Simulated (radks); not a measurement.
Species: Ta XL. Configuration: [Ar] 3d10 4s2 4p4.

Calculated with a radial shooting solver on a logarithmic mesh with Libxc functionals: Dirac Kohn-Sham, PBEsol, spin-unpolarised, spherical densities, finite nucleus; open shells are shared between the two j in proportion to 2j + 1; Fermi nuclear charge, rms radius 5.3507 fm.

Energy parts (eV):
| part | energy |
|---|---|
| total | -399396.56 |
| kinetic | 451173.63 |
| electron-nucleus | -931147.03 |
| Hartree | 87222.11 |
| exchange-correlation | -6645.27 |

Orbitals (lengths in bohr, moments of r in powers of bohr):
orbital     occ.  eigenvalue (eV)      <r>
1s1/2          2        -68997.48  0.01867
2s1/2          2        -13302.34  0.07829
2p1/2          2        -12798.45  0.06481
2p3/2          4        -11526.72  0.07263
3s1/2          2        -4333.140   0.2017
3p1/2          2        -4112.724   0.1914
3p3/2          4        -3829.971   0.2051
3d3/2          4        -3464.033   0.1791
3d5/2          6        -3401.728   0.1833
4s1/2          2        -2016.731   0.4080
4p1/2    1.33333        -1922.641   0.4047
4p3/2    2.66667        -1832.492   0.4248

The highest occupied level is 4p3/2 at -1832.5 eV. The density falls to 0.001 e/bohr^3 at r = 1.04 bohr.
